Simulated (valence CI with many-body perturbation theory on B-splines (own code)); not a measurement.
# Energy levels of Ce27+

Level of theory: configuration interaction combined with many-body perturbation theory (CI+MBPT): three valence electrons over a frozen Dirac-Fock core [Ar] 3d10, a basis of 11 s, 11 p, 10 d, 8 f, 5 g, 2 h functions for each j, with the one-electron correlation potential Σ1 (screened to all orders), the two-electron term Σ2, the three-electron term Σ3, Breit, model QED; selected single and double excitations, second order for the rest, scaled by the run's own slope (own B-spline code, finite nucleus).

The last digits are not significant, and no measured levels were compared; by estimate large intervals hold to a few tenths of a per cent, small ones and those within an open d or f shell to about a per cent.

Levels 91 to 135 of 178, with energies above the lowest level, (4s^2 4p1/2) J=1/2. "Leading %" is the weight of the configuration and term that name the level; weights of strongly mixed levels are sums over their largest components and can fall short. In the jj column 3d3/2^4 stands for four electrons in 3d with j = 3/2. Lifetimes count E1, E2, E3, M1 and M2 decay at the calculated energies, and are blank where another channel may lead or the interval is too uncertain; long ones can be off by a factor of two.

```csv
No.,Configuration,Term,J,E (eV),Leading %,Second component,Lifetime,Leading jj
91,4s4p4f,⁴F,7/2,325.06,52,16 % 4s4d² ⁴F,2.79 ps,4s 4p3/2 4f5/2 (56 %)
92,4s4p4f,⁴F,9/2,325.18,41,30 % 4s4d² ⁴F,2.67 ps,4s 4p3/2 4f7/2 (43 %)
93,4s4p4f,⁴D,3/2,325.81,80,14 % 4s4p4f ⁴F,4.04 ps,4s 4p3/2 4f5/2 (82 %)
94,4s4p4f,⁴D,5/2,325.84,44,18 % 4s4d² ²D,3.53 ps,4s 4p3/2 4f7/2 (36 %)
95,4s4p4f,⁴D,1/2,326.01,99,,4.55 ps,4s 4p3/2 4f5/2 (99 %)
96,4s4d²,²F,5/2,327.87,59,15 % 4s4p4f ²F,2.39 ps,4s 4d3/2 4d5/2 (41 %)
97,4s4p4f,²F,7/2,328.87,47,16 % 4s4p4f ⁴D,3.00 ps,4s 4p3/2 4f7/2 (63 %)
98,4s4d²,²F,7/2,330.86,54,28 % 4s4p4f ²F,3.55 ps,4s 4d5/2^2 (38 %)
99,4s4p4f,²F,5/2,331.23,46,12 % 4s4d² ²D,2.48 ps,4s 4p3/2 4f7/2 (35 %)
100,4s4d²,²P,1/2,333.30,51,32 % 4s4d² ²S,1.69 ps,4s 4d3/2 4d5/2 (48 %)
101,4s4p4f,²G,9/2,336.33,86,11 % 4s4d² ²G,2.94 ps,4s 4p3/2 4f7/2 (57 %)
102,4s4p4f,²D,3/2,337.63,41,31 % 4s4d² ²P,2.20 ps,4s 4p3/2 4f7/2 (36 %)
103,4s4d²,²S,1/2,338.74,56,32 % 4s4d² ²P,2.20 ps,4s 4d5/2^2 (74 %)
104,4s4d²,²P,3/2,339.11,44,26 % 4s4p4f ²D,2.27 ps,4s 4d5/2^2 (51 %)
105,4s4p4f,²F,7/2,343.18,39,22 % 4s4d² ²F,1.63 ps,4s 4p3/2 4f5/2 (36 %)
106,4s4p4f,²G,9/2,343.20,58,28 % 4s4d² ²G,1.85 ps,4s 4p3/2 4f7/2 (48 %)
107,4s4p4f,²D,3/2,343.32,78,11 % 4p²4d ²D,2.15 ps,4s 4p3/2 4f5/2 (73 %)
108,4s4p4f,²D,5/2,343.56,68,11 % 4s4d² ²D,2.34 ps,4s 4p3/2 4f7/2 (72 %)
109,4s4p4f,²F,5/2,344.12,35,20 % 4s4p4f ²D,1.70 ps,4s 4p3/2 4f5/2 (42 %)
110,4s4p4f,²G,7/2,345.78,54,23 % 4s4d² ²G,1.86 ps,4s 4p3/2 4f5/2 (34 %)
111,4p4d²,⁴G°,5/2,361.19,30,20 % 4p²4f ⁴G°,17.4 ps,4p1/2 4d3/2^2 (52 %)
112,4p²4f,²F°,7/2,365.70,20,17 % 4p²4f ²G°,9.45 ps,4p1/2^2 4f7/2 (82 %)
113,4p4d²,⁴G°,5/2,370.00,43,12 % 4p²4f ⁴G°,3.59 ps,4p1/2^2 4f5/2 (44 %)
114,4p4d²,⁴G°,7/2,371.66,61,7 % 4p4d² ⁴F°,10.8 ps,4p1/2 4d3/2 4d5/2 (85 %)
115,4p4d²,²D°,5/2,373.97,20,19 % 4p4d² ²F°,6.15 ps,4p1/2 4d3/2 4d5/2 (71 %)
116,4p4d²,²H°,9/2,374.16,41,18 % 4p4d² ²G°,13.1 ps,4p1/2 4d3/2 4d5/2 (79 %)
117,4s²5s,²S,1/2,374.56,98,,523 fs,4s^2 5s (98 %)
118,4p4d²,²D°,3/2,375.09,40,24 % 4p4d² ⁴D°,5.21 ps,4p1/2 4d3/2 4d5/2 (80 %)
119,4p4d²,⁴D°,1/2,376.28,67,21 % 4p4d² ²P°,3.58 ps,4p1/2 4d3/2^2 (84 %)
120,4p4d²,⁴P°,1/2,377.51,54,29 % 4p4d² ²S°,4.54 ps,4p1/2 4d3/2 4d5/2 (96 %)
121,4p4d²,⁴F°,3/2,378.99,34,14 % 4p4d² ²D°,2.09 ps,4p1/2 4d3/2^2 (80 %)
122,4p4d²,⁴D°,7/2,380.50,17,14 % 4p²4f ⁴D°,7.14 ps,4p1/2 4d5/2^2 (59 %)
123,4p4d²,⁴G°,9/2,380.81,47,10 % 4p4d² ⁴F°,10.7 ps,4p1/2 4d5/2^2 (67 %)
124,4p4d²,²F°,5/2,382.63,23,21 % 4p4d² ⁴F°,2.96 ps,4p1/2 4d3/2 4d5/2 (57 %)
125,4p4d²,⁴D°,3/2,384.19,43,22 % 4p4d² ²D°,3.60 ps,4p1/2 4d3/2 4d5/2 (38 %)
126,4p4d²,⁴D°,7/2,384.31,20,14 % 4p²4f ⁴F°,2.73 ps,4p1/2 4d3/2 4d5/2 (48 %)
127,4p4d²,⁴D°,5/2,385.26,36,15 % 4p4d² ⁴P°,3.68 ps,4p1/2 4d5/2^2 (50 %)
128,4p²4f,²G°,7/2,386.42,74,13 % 4p²4f ⁴G°,4.06 ps,4p1/2 4p3/2 4f5/2 (71 %)
129,4p4d²,⁴P°,3/2,386.86,53,22 % 4p4d² ⁴S°,2.84 ps,4p1/2 4d3/2 4d5/2 (48 %)
130,4p²4f,²H°,11/2,387.17,46,31 % 4p²4f ⁴G°,11.1 ps,4p1/2 4p3/2 4f7/2 (77 %)
131,4p²4f,⁴G°,9/2,387.97,48,12 % 4p²4f ²H°,4.19 ps,4p1/2 4p3/2 4f7/2 (51 %)
132,4p²4f,²D°,5/2,388.14,41,19 % 4p²4f ⁴G°,3.38 ps,4p1/2 4p3/2 4f5/2 (59 %)
133,4p²4f,⁴G°,7/2,388.63,32,21 % 4p²4f ⁴D°,4.30 ps,4p1/2 4p3/2 4f7/2 (54 %)
134,4p²4f,⁴F°,5/2,389.00,35,33 % 4p²4f ²F°,4.16 ps,4p1/2 4p3/2 4f5/2 (67 %)
135,4p²4f,²G°,9/2,389.01,48,44 % 4p²4f ⁴F°,4.35 ps,4p1/2 4p3/2 4f7/2 (84 %)
```

Where two levels of one J and parity lie close, their mixing, g and order are uncertain.
